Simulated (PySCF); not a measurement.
# Bond lengths and vibrations by method: BH4OSi

Calculated results; nothing here was measured. The program is PySCF 2.14.0, an open-source quantum chemistry code, run on an isolated molecule that a program drew, which may never have been made. The molecule is BH4OSi (charge 0, doublet), drawn as the SMILES string `B[SiH]O`.

The geometry was optimised and harmonic frequencies were computed with HF and MP2, all in the cc-pV(D+d)Z basis, for the commonest isotopes, with a restricted reference for singlets and an unrestricted one otherwise, and a frozen core in MP2. Each result is a local minimum of its method.

Geometry at the HF minimum:
```xyz
7
BH4OSi, angstrom
B     0.3149   -0.5774   -0.5020
Si   -1.2590   -0.7090   -1.5740
O    -1.3609   -1.3076   -3.0969
H     0.2068   -0.1103    0.5971
H     1.3794   -0.9490   -0.9126
H    -2.6253   -0.3020   -1.2173
H    -0.5721   -1.6266   -3.5117
```

Lengths of the bonds as drawn, in Å (atoms numbered as above):
| bond | HF | MP2 |
|---|---|---|
| B1-Si2 | 1.909 | 1.908 |
| Si2-O3 | 1.640 | 1.661 |
| B1-H4 | 1.199 | 1.206 |
| B1-H5 | 1.200 | 1.207 |
| Si2-H6 | 1.470 | 1.476 |
| O3-H7 | 0.947 | 0.969 |

Rotational constants, in GHz:
```
constant     HF    MP2
       A  30.82  31.02
       B  6.377  6.273
       C  5.284  5.218
```

Harmonic frequencies in cm^-1, each column in rising order, so a row needn't be the same motion in every method:
| rank | HF | MP2 |
|---|---|---|
| 1 | 229 | 210 |
| 2 | 272 | 326 |
| 3 | 364 | 372 |
| 4 | 507 | 543 |
| 5 | 635 | 595 |
| 6 | 731 | 723 |
| 7 | 822 | 749 |
| 8 | 871 | 837 |
| 9 | 953 | 935 |
| 10 | 973 | 941 |
| 11 | 1229 | 1156 |
| 12 | 2379 | ? |
| 13 | 2669 | 2621 |
| 14 | 2757 | 2720 |
| 15 | 4159 | 3860 |

**Estimate the missing MP2 frequency from the HF column.**

A single factor s that minimises the squared misfit of MP2 against s times HF over the other rows is sum(HF x MP2) / sum(HF^2) = 0.9556, with an rms misfit of 51 cm^-1. For rank 12 it gives 0.9556 x 2379 = 2273 cm^-1. The calculation gives 2327 cm^-1, 54 cm^-1 above the estimate. The drawn bonds are on average 0.9 % longer in MP2 than in HF.
